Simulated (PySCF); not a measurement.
# EPR parameters of C5H10FSi2

C₅H₁₀FSi₂ (doublet state).
Atom-mapped SMILES: `[CH2:1][C:2]#[C:3][Si@@H:4]([CH2:5][F:6])[CH2:7][SiH3:8]` (hydrogens: H9, H10 on C1; H11 on Si4; H12, H13 on C5; H14, H15 on C7; H16, H17, H18 on Si8)

Structure used (GFN2-xTB), in Å, numbered top down from 1:
```xyz
18
C5H10FSi2 angstrom
C      4.1944   -0.4944    0.7229
C      2.8581   -0.3817    0.7911
C      1.6313   -0.2773    0.8758
Si    -0.1991   -0.1456    0.8545
C     -0.6646    1.6990    1.1365
F     -0.3633    2.4600    0.0227
C     -0.8738   -0.6923   -0.8395
Si    -2.7610   -0.5972   -1.0631
H      4.7983    0.3117    0.3454
H      4.6876   -1.3976    1.0360
H     -0.7698   -0.9087    1.9745
H     -1.7347    1.8298    1.3145
H     -0.1187    2.1459    1.9702
H     -0.5470   -1.7161   -1.0239
H     -0.4032   -0.0801   -1.6101
H     -3.4074   -1.4566   -0.0654
H     -3.2323    0.7786   -0.8996
H     -3.1035   -1.0710   -2.4074
```

The hyperfine couplings belong to this conformer and change with its torsions.

Computed, not measured: UKS B3LYP, pcH-1 on C F H Si, non-relativistic, mean-field spin-orbit, GIAO (PySCF). Geometry: GFN2-xTB, one conformer, isolated molecule. A GFN2-xTB geometry isn't a minimum of the functional, and hyperfine couplings can be far from their values at a DFT geometry. Stability of the SCF solution: not tested.

```json
{
  "g1, g2, g3": "2.00221, 2.00280, 2.00320",
  "g_iso": "2.00274",
  "Form of g": "rhombic: the two nearest values differ by 40 % of g3 − g1",
  "⟨S²⟩": "0.7699 (exact 0.7500)",
  "α and β electrons": "39, 38",
  "HOMO–LUMO gap, α and β orbitals": "5.76, 4.52 eV"
}
```

Hyperfine couplings atom by atom, in MHz; T1 to T3 are the principal values of the dipolar part; ρ(0) is the spin density at the nucleus:

```tsv
atom	isotope	a_iso	of which spin–orbit	T1	T2	T3	Mulliken spin population	ρ(0) (bohr⁻³)
C1	13C	59.9	-0.1	-57.4	-56.4	113.8	0.75	0.0533
C2	13C	-60.1	0.0	-22.0	-1.5	23.5	-0.28	-0.0535
C3	13C	45.5	-0.1	-45.6	-35.0	80.6	0.58	0.0406
Si4	29Si	24.0	0.0	-1.4	-0.5	1.8	-0.02	-0.0270
C5	13C	6.3	0.0	-0.9	-0.7	1.6	0.00	0.0056
F6	19F	0.5	0.0	-3.2	-2.3	5.5	0.00	0.0001
C7	13C	19.1	0.0	-2.3	-2.2	4.6	0.02	0.0170
Si8	29Si	-4.7	0.0	-1.8	0.9	0.9	0.01	0.0053
H9	1H	-50.6	0.0	-26.5	-0.9	27.5	-0.03	-0.0113
H10	1H	-50.6	0.0	-26.5	-0.9	27.5	-0.03	-0.0113
H11	1H	7.8	0.0	-2.0	-1.6	3.6	0.00	0.0018
H12	1H	2.3	0.0	-0.8	-0.7	1.6	0.00	0.0005
H13	1H	-0.2	0.0	-1.7	-1.0	2.7	0.00	0.0000
H14	1H	-1.1	0.0	-2.3	-0.6	2.8	0.00	-0.0002
H15	1H	-1.2	0.0	-2.2	-0.6	2.8	0.00	-0.0003
H16	1H	-0.1	0.0	-0.5	-0.3	0.8	0.00	0.0000
H17	1H	-0.2	0.0	-0.5	-0.3	0.8	0.00	0.0000
H18	1H	2.8	0.0	-0.4	-0.2	0.7	0.00	0.0006
```

The largest Mulliken spin populations are on C1 (+0.75), C3 (+0.58) and C2 (-0.28). The positive populations add up to 1.36 and the negative ones to -0.36, together 2S = 1. The angles at C1 add up to 360.0°, so it is planar; its axial dipolar tensor and the negative couplings of its protons fit spin in a p orbital normal to that plane.

Axes: g3 points within 3° of the C1–C2 bond.

Under fast tumbling the dipolar parts average out, and these isotropic splittings remain: 1 × 1H (H9, I = 1/2, 2 lines) with 1.81 mT, 1 × 1H (H10, I = 1/2, 2 lines) with 1.81 mT, 1 × 1H (H11, I = 1/2, 2 lines) with 0.28 mT, 1 × 1H (H12, I = 1/2, 2 lines) with 0.08 mT, 1 × 1H (H15, I = 1/2, 2 lines) with 0.04 mT and 1 × 1H (H14, I = 1/2, 2 lines) with 0.04 mT.

H9 and H10 aren't averaged: C1 is flat or nearly so (angle sum 360°), and its turn about the short C1–C2 bond (1.34 Å) is taken as slow.

The 13C coupling of C2 (-60.1 MHz) shows only in satellite lines or after enrichment, since that isotope makes up about 1.07 % of natural carbon.

The 29Si coupling of Si4 (24.0 MHz) shows only in satellite lines or after enrichment, since that isotope makes up about 4.7 % of natural silicon.
